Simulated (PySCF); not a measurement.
**Ionisation energy of Mn¹⁴⁺ by level of theory**

Mn¹⁴⁺ [Ne] 3s1 (2S) → Mn¹⁵⁺ [Ne] (1S), as a difference of total energies. Computed with PySCF 2.14 in an uncontracted even-tempered set (18 s from 0.93 bohr⁻², ratio 2.5; 11 p from 1.2 bohr⁻², ratio 2.5; 5 d from 5 bohr⁻², ratio 2.7; 4 f from 7.5 bohr⁻², ratio 2.7), with scalar relativity by spin-free X2C-1e. Correlated levels: outer shells: 1s2 frozen; virtual orbitals above 40 to 60 times the deepest correlated orbital energy dropped. The calculations carry no spin-orbit coupling.

```
                method  ionisation energy (eV)  difference from reference (eV)
                   UHF                  434.60                           -0.57
    MP2 (outer shells)                  435.18                           +0.01
SCS-MP2 (outer shells)                  435.07                           -0.10
   CCSD (outer shells)                  435.19                           +0.02
CCSD(T) (outer shells)                  435.19                           +0.02
```

Reference: 435.17 eV (semi-empirical (NIST evaluation); NIST Atomic Spectra Database, ionization energies).
